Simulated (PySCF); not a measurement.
A run for PySCF: R-HF/3-21G on CH6InN (SMILES C[NH][InH2]), a point of a bond scan (R = 1.110 Å).

```python
from pyscf import gto, scf, dft, mp
from pyscf.data.elements import chemcore

mol = gto.M(
    atom='''
    In   -0.03752919    0.10487719    0.63130161
    H    -1.34881149    0.75491230    1.52746469
    H     1.51703095   -0.44616652    1.11044164
    N    -0.36976692   -0.04668679   -1.36186146
    C     0.52710559   -0.54983309   -2.38579940
    H    -1.34599796    0.28345611   -1.77437904
    H     0.76606523    0.20772366   -3.14278509
    H     0.11691729   -1.42177248   -2.91066943
    H     1.47071274   -0.86131651   -1.93352653
    ''',
    basis='3-21g',
    charge=0, spin=0, verbose=3, max_memory=1800)
mf = scf.RHF(mol)
mf.conv_tol = 1e-8
mf.max_cycle = 100
mf.kernel()
if not mf.converged:
    mf = mf.newton().run(mf.mo_coeff, mf.mo_occ)
```

What total energy does the run end on?

-5809.9769 hartree.
